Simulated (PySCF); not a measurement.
# Working out the ionisation energy of Pb⁺

Pb⁺ [Xe] 4f14 5d10 6s2 6p1 (2P) → Pb²⁺ [Xe] 4f14 5d10 6s2 (1S). Calculation: PySCF 2.14, in def2-SVP with the def2 core potential (60 electrons); a scalar-relativistic core potential. Frozen: 5s2 5p6 5d10. Energies in hartree (1 hartree = 27.21139 eV):

| part | Pb⁺ (lower) | Pb²⁺ (upper) |
| --- | --- | --- |
| UHF | -191.591928 | -191.108016 |
| CCSD correlation | -0.031076 | -0.024706 |
| (T) | -0.000198 | 0.000000 |

Q: What does Hartree-Fock give?

A: (-191.108016) − (-191.591928) = 0.483912 hartree = 13.168 eV.

Q: What do CCSD and CCSD(T) give?

A: The CCSD correlation energies differ by 0.006370 hartree = 0.173 eV and the triples by 0.000198 hartree = 0.005 eV, so CCSD gives 13.341 eV and CCSD(T) 13.346 eV.

Measured between the centres of the two terms (NIST): 13.869 eV, so CCSD(T) (valence) is off by -0.523 eV.

A double-zeta basis recovers only part of the correlation energy.

What remains against the reference includes basis incompleteness, the frozen core and higher excitations.
